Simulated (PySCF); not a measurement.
C3H10FNSi (SMILES CN(C)[SiH](C)F), singlet, at a GFN2-xTB geometry, with bond 12-5 at 2.4 times its length.

PySCF was given this input:
```python
from pyscf import gto, scf, mcscf
import numpy

mol = gto.M(
    atom='''
Si    0.73066831    0.39780201    0.00410263
C     1.91137080   -0.96964629    0.55324295
F     0.91347445    0.65660422   -1.58199937
N    -0.89290327   -0.13145991    0.15723337
C    -1.95731428    0.51789206   -0.57268122
C    -1.37675377   -0.81123966    1.33479539
H     1.07738840    1.70232953    0.57365323
H     1.59766007   -1.94505597    0.19313545
H     2.90513903   -0.77788442    0.16184919
H     1.99452494   -1.02217029    1.63373716
H    -2.71329954   -0.22023469   -0.85277951
H    -3.12273066    2.38665727    0.86673188
H    -1.55755360    0.97017000   -1.47493475
H    -0.55761072   -1.32249902    1.83155038
H    -1.83567788   -0.11250746    2.04467780
H    -2.13178628   -1.54917548    1.04981814
''',
    basis='sto-3g',
    verbose=4,
)

mf = scf.RHF(mol)
mf.kernel()
mc = mcscf.CASCI(mf, 6, 6)
mc.fix_spin_(ss=0.0)
mc.kernel()
occ = numpy.linalg.eigvalsh(mc.fcisolver.make_rdm1(mc.ci, mc.ncas, mc.nelecas))[::-1]
ss = mc.fcisolver.spin_square(mc.ci, mc.ncas, mc.nelecas)[0]
print('natural occupations', occ.round(4), ' <S^2>', round(ss, 4))
```

Task: Estimate the SCF-reference HOMO-LUMO gap that CASCI(6,6)/STO-3G run with PySCF returns for this input.

Result: 7.59 eV

Task: Predict the total energy from CASCI(6,6)/STO-3G.

Result: -555.3099 Eh

Task: Give the SCF-reference Mulliken (on the basis functions themselves) charges in atom order at the level CASCI(6,6)/STO-3G.

Result: Si1 1.09, C2 -0.38, F3 -0.34, N4 -0.46, C5 0.00, C6 -0.09, H7 -0.16, H8 0.06, H9 0.06, H10 0.06, H11 0.07, H12 -0.18, H13 0.06, H14 0.06, H15 0.07, H16 0.07

Task: Predict the SCF-reference HOMO energy from CASCI(6,6)/STO-3G.

Result: -4.08 eV

Task: Give the number of basis functions at the level CASCI(6,6)/STO-3G.

Result: 44
